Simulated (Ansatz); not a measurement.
Ansatz (an electronic-structure program) input (CCSD(T)/aug-cc-pVDZ):

Ansatz 0.2 input:
```yaml
crystal:
  periodic: [false, false, false]
  atoms:
    - {symbol: C, position_ang: [-1.25352401, 0.77563779, 0.42263423]}
    - {symbol: N, position_ang: [-0.66485187, -0.54900890, 0.23761749]}
    - {symbol: B, position_ang: [0.62636937, -0.81325625, -0.20521964]}
    - {symbol: O, position_ang: [1.51789948, 0.16959408, -0.52730820]}
    - {symbol: H, position_ang: [-1.55130324, 0.93659118, 1.46187100]}
    - {symbol: H, position_ang: [-0.51630987, 1.53014422, 0.15711221]}
    - {symbol: H, position_ang: [-2.13098780, 0.91310211, -0.21435273]}
    - {symbol: H, position_ang: [-1.27184408, -1.31982503, 0.45833371]}
    - {symbol: H, position_ang: [2.37050946, -0.16124828, -0.81752821]}
basis:
  gaussian:
    orbitals: aug-cc-pVDZ
magnetization: {spin_polarized: true, initial_magnetization: 1}
correlation: {method: ccsd_t, electrons: outside_noble_gas}
output: {forces: true}
```

End of the output:

```
cycle  13  -16.98535775 eV  change   -1.8e-6 eV  update   1.5e-6
perturbative correction -0.54104298 eV, -0.0198829627 hartree
the calculation of the forces begins
0.67 GiB of device memory are held for the factors and their scratch space
Total energy: -5319.18114725 eV, -195.4763016908 hartree
Atom 0 at    -1.253524     0.775638     0.422634 Å, force    -0.033808    -0.004020     0.011748 eV/Å
Atom 1 at    -0.664852    -0.549009     0.237617 Å, force    -0.345540     0.057785     0.118688 eV/Å
Atom 2 at     0.626369    -0.813256    -0.205220 Å, force     0.192555    -0.870078    -0.054399 eV/Å
Atom 3 at     1.517899     0.169594    -0.527308 Å, force     0.359552     0.814058    -0.135750 eV/Å
Atom 4 at    -1.551303     0.936591     1.461871 Å, force    -0.114993     0.054240     0.423870 eV/Å
Atom 5 at    -0.516310     1.530144     0.157112 Å, force     0.349489     0.335390    -0.125563 eV/Å
Atom 6 at    -2.130988     0.913102    -0.214353 Å, force    -0.352709     0.044608    -0.263511 eV/Å
Atom 7 at    -1.271844    -1.319825     0.458334 Å, force    -0.184396    -0.305957     0.068057 eV/Å
Atom 8 at     2.370509    -0.161248    -0.817528 Å, force     0.129849    -0.126027    -0.043139 eV/Å
Dipole moment:    -0.125498     0.034663     0.042915 e Å
```

It need not be the lowest isomer of its formula.
